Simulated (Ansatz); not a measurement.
CH6N2SeSi, SMILES `NC(=[Se])N[SiH3]`. The species carries charge 0 and has multiplicity 1. Correlated methods include outer-core shells of Se, which these sets cover unevenly. Scalar relativity is left out up to krypton.

```xyz
11

N     0.1657   -1.6419    1.3537
C     0.4384   -0.5348    0.6510
Se    2.0131    0.3667    0.8199
N    -0.4913   -0.0805   -0.2084
Si   -0.2163    1.3716   -1.1739
H     0.8590   -1.9799    1.9956
H    -0.7026   -2.1415    1.2659
H    -1.3600   -0.5912   -0.2924
H     0.8906    1.2115   -2.1392
H    -0.0917    2.5891   -0.3465
H    -1.5050    1.4310   -1.9258
```

**Question.** Give the diagnostics of a CCSD(T)/def2-TZVPP run (frozen core, the Gaussian-basis code of Ansatz). (Estimate.)

**Answer.** The calculation gave: T1 = 0.0146, largest single amplitude 0.047, largest double 0.043, (T) share of the correlation energy 4.1 %, 10 CCSD cycles. The RHF solution is stable towards an unrestricted one. T1 lies under the customary mark of 0.02 for closed shells.
